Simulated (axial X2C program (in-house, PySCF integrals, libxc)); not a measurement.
Fe⁺: configurations by level of theory

Calculated with an axial X2C code built on PySCF integrals, basis dyall-cv3z (cores contracted in-house), spin-free (one-electron X2C) and two-component (2c, atomic mean-field Coulomb and Gaunt terms). Energies in eV from the lowest row of each column (rows without correlated energies are left out; n/a marks j-coupled starts, which PBE0 does not hold); electrons by l are Mulliken totals of the Hartree–Fock solution, and PBE0 can relax to another configuration under the same block occupation. Coupled cluster uses truncated natural virtuals with an MP2 remainder. Frozen shells in the correlated columns: 3 s, 2 p.

The low spin-free determinants:

```csv
electrons by l,"M_S, M_L",HF,MP2,CCSD(T),PBE0
s7 p12 d6,"5/2, 0",0.00,0.00,0.00,0.00
s7 p12 d6,"5/2, 1",0.08,0.05,0.04,0.08
s7 p12 d6,"5/2, 2",0.08,0.07,0.06,0.25
s6 p12 d7,"3/2, 2",2.00,0.37,0.57,0.58
s6 p12 d7,"3/2, 3",2.08,0.43,0.63,0.86
```

And the two-component ones:

```csv
electrons by l,2M_J,HF,MP2,CCSD(T),PBE0
s7 p12 d6,5,0.00,0.00,0.00,0.00
s7 p12 d6,9,0.04,0.02,0.01,0.20
s7 p12 d6,7,0.05,0.03,0.02,0.06
s7 p12 d6,3,0.10,0.07,0.07,0.10
s7 p12 d6,1,0.13,0.11,0.10,0.30
s6 p12 d7,7,1.95,0.32,0.52,0.53
```

Ground level as tabulated from the NIST Atomic Spectra Database (leading term): 2S+1 = 6, L = 2, J = 9/2.

Single determinants need not be terms or J levels, so several rows can belong to one term; PBE0 has no current term and treats spin collinearly, and Hartree–Fock breaks spherical symmetry, which spreads rows that should be degenerate. The search is wide but not exhaustive and can miss a configuration; gaps between s and d configurations can be off by some tenths of an eV with this basis and core.

The run took 120 s on 1 thread of Arm Neoverse N1, with other jobs on the host.
